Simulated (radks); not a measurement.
The numbers below are computed, except where a source is named.
All-electron atom: a nucleus of charge 32.8 with 32 electrons in [Ar] 3d10 4s2 4p2.

Level of theory: scalar-relativistic Kohn-Sham, BLYP, spin-polarised, spherical densities, finite nucleus; open shells are filled with parallel spins first; Fermi nuclear charge, rms radius 4.0968 fm (a radial shooting solver on a logarithmic mesh with Libxc functionals).

Energy parts (Ry):
total: -4456.06665
kinetic: 4541.04581
electron-nucleus: -10722.68136
Hartree: 1891.63043
exchange-correlation: -166.06153

Orbitals (lengths in bohr, moments of r in powers of bohr; r(max) is where P^2 peaks; r(90%) holds 90 % of the orbital's charge):
orbital  occ.  eigenvalue (Ry)   r(max)      <r>  r(90%)
1s up       1        -850.8101  0.02993  0.04579  0.0819
1s down     1        -850.8037  0.02993  0.04579  0.0818
2s up       1        -108.1098   0.1712   0.2042   0.316
2s down     1        -108.1068   0.1712   0.2042   0.316
2p up       3        -94.82354   0.1372   0.1785   0.291
2p down     3        -94.81791   0.1372   0.1785   0.291
3s up       1        -14.17637   0.5255   0.6035   0.902
3s down     1        -14.16822   0.5256   0.6034   0.902
3p up       3        -10.07900   0.5249   0.6232   0.957
3p down     3        -10.06974   0.5250   0.6229   0.956
3d up       5         -3.35082   0.4813   0.6903    1.16
3d down     5         -3.33643   0.4812   0.6870    1.15
4s up       1         -1.56394    1.623    1.915    2.86
4s down     1         -1.45624    1.606    1.915    2.87
4p up       2         -0.85671    1.946    2.380    3.63
4p down     0         -0.75232    1.946    2.445    3.78

The highest occupied level is 4p up at -11.656 eV. The spin density at the nucleus is -0.5567 e/bohr^3 (1s -0.1474, 2s 0.0593, 3s 0.0384, 4s -0.5071).
